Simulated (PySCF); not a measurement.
Al(OMe)2(NH2), C₂H₈AlNO₂, SMILES C[O][Al]([NH2])[O]C at its PBE0/def2-SVP optimised geometry (Å):

```
14

Al    -0.8272    -0.3742     0.0000
O      0.8644    -0.3742     0.0000
C      1.9753     0.4478    -0.0121
H      2.6504     0.1868    -0.8481
H      1.7250     1.5212    -0.1185
H      2.5607     0.3410     0.9203
O     -1.7777     1.0236     0.0000
C     -1.7443     2.4047     0.0204
H     -2.2417     2.8269    -0.8725
H     -2.2777     2.8014     0.9042
H     -0.7172     2.8175     0.0472
N     -1.6459    -1.9314    -0.0029
H     -1.1741    -2.8269    -0.0060
H     -2.6504    -2.0550    -0.0001
```

Calculation: PBE0/def2-TZVP (PySCF). Cells within 0.4 Å of a nucleus heavier than hydrogen are left out (blank, or x).

Map of the electrostatic potential (hartree/e), clipped to [-0.08, 0.12] on the plane z = 0.0 Å:

```
|3333333333333333333333333333333|
|3333333333333333333333333333333|
|3333333333333333333333333333333|
|3333333344444444433333333333333|
|3333333456656655443333333333333|
|3333333589999996444433333333333|
|3333334799999999544444333333333|
|333333599xx99999544444433333333|
|332223599xx99996545676543333333|
|3222224999999865446999744333333|
|2222223699999644458999954333333|
|222211159xx99554458999985433333|
|222210049xx99986558999997433333|
|2222100299x999996699xx999533333|
|32221101699999999999xxx99533333|
|322221125999999999x999997433333|
|333222237999xx999xx999995333333|
|333333347999xx999xx997643333333|
|3333445579999999999932333333333|
|3334568999999999632001222233333|
|3344699999x99997310001222233333|
|344579999xxx9964311011222233333|
|3445699999999964321112222233333|
|3444579999999974322222222333333|
|3344556668999985332222222333333|
|3344444446999975433322233333333|
|3334444445688754433333333333333|
|3333333444555544333333333333333|
|3333333344444444333333333333333|
|3333333334444443333333333333333|
|3333333333333333333333333333333|
```
Scale: ten equal steps from -0.063 (start of '0') to 0.120 (end of '9'), in the order '0123456789'; x runs from -5.00 to 5.00, y from -5.00 (bottom) to 5.00 (top).
